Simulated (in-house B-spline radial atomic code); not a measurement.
The numbers below are computed, except where a source is named.
## Two electrons in Si: a parabolic dot with ħω = 0.33 meV in all three directions

For Si the NSM archive of the Ioffe Institute lists m_l = 0.98 m0, m_t = 0.19 m0 and ε = 11.7; the model takes one isotropic valley with the conductivity mass 3/(1/m_l + 2/m_t) = 0.26 m0, and so misses anisotropy and the other valleys. All triplets below are those of one valley; with several valleys two electrons can form a triplet in the 1s orbital itself, at an energy set by the valley splitting.

Effective-mass model with parabolic bands, a uniform dielectric constant, no image charges, no central-cell or spin-orbit terms. Two-electron levels come from full CI in B-splines with partial waves to l = 5 (up to 0.001 effective hartree above the limit).

(1) What are the effective units, and what is the potential in them?

In these units the lowest s and p orbitals lie at 0.009585 and 0.015975, and their Coulomb and exchange integrals are J_ss = 0.063781, J_sp = 0.053151 and K_sp = 0.01063. (For a parabolic well J_ss = √(2ω/π).) Full CI gives 0.056270 for the ground singlet, 0.057802 for the sp triplet, 0.062661 for the sp singlet and 0.064192 for the lowest triplet of two s orbitals.

(2) What does it cost to add the second electron, to first order and exactly?

(3) How far above the singlet do the triplets lie?

Results:

(1) Ha* = 27211.386 meV × 0.26/11.7² = 51.68 meV and a* = 0.0529177 nm × 11.7/0.26 = 2.381 nm. The frequency is ω = 0.00639 Ha*. The one-electron levels are 3ω/2 = 0.0096 and 5ω/2 = 0.0160 Ha*.

(2) To first order E = 2ε_s + J_ss = 0.082951, so the charging energy E(2) − 2E(1) is J_ss = 3.296 meV. CI gives 0.056270 − 2 × (0.009585) = 0.037100, or 1.917 meV: relaxation and correlation lower it by 1.379 meV, 41.8 % of J_ss. The s² configuration of one-electron orbitals holds 31.8 % of the state, and the mean radius is 51.7 nm.

(3) To first order the sp triplet lies at ε_s + ε_p + J_sp − K_sp = 0.068081, which is 0.7685 meV below 2ε_s + J_ss, so first order fails: the exact ground state of two electrons is a singlet. CI gives 0.057802 − (0.056270) = 0.001532, or 0.07916 meV, 24 % of the orbital spacing of 0.3303 meV. The ss triplet lies 0.4094 meV up, so the lower of the two is the sp one, and its gap equals k_BT at 0.919 K. The sp singlet-triplet splitting is 0.2511 meV, against 2K_sp = 1.099 meV. The sp singlet lies ħω above the ground state (0.006390 against 0.00639), as Kohn's theorem demands for a parabolic well. With the repulsion this large beside the spacing the electrons keep apart, as in a Wigner molecule, and the splitting shrinks.
